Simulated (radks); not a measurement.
Problem. The mean radii <r> (bohr) of the occupied orbitals of an atom or ion are listed with their occupations. Method: scalar-relativistic Kohn-Sham, LDA (Slater exchange, Perdew-Wang correlation), spin-unpolarised, spherical densities, point nucleus; computed with a radial shooting solver on a logarithmic mesh with Libxc functionals.

| orbital | occ. | <r> |
|---|---|---|
| 1s | 2 | 0.1586 |
| 2s | 2 | 0.8331 |
| 2p | 4 | 0.8113 |

Name the element and its charge.

Solution. Z = 10, neon, charge +2: Ne2+ in [He] 2s2 2p4. The 1s radius gives Z: for a bare nucleus <r> = (2 gamma + 1)/(2Z) with gamma = sqrt(1 - (Z/c)^2), 0.1497 bohr for Z = 10, and screening makes it slightly larger (0.1586 here). The occupations add up to 8, and the charge is Z minus that.
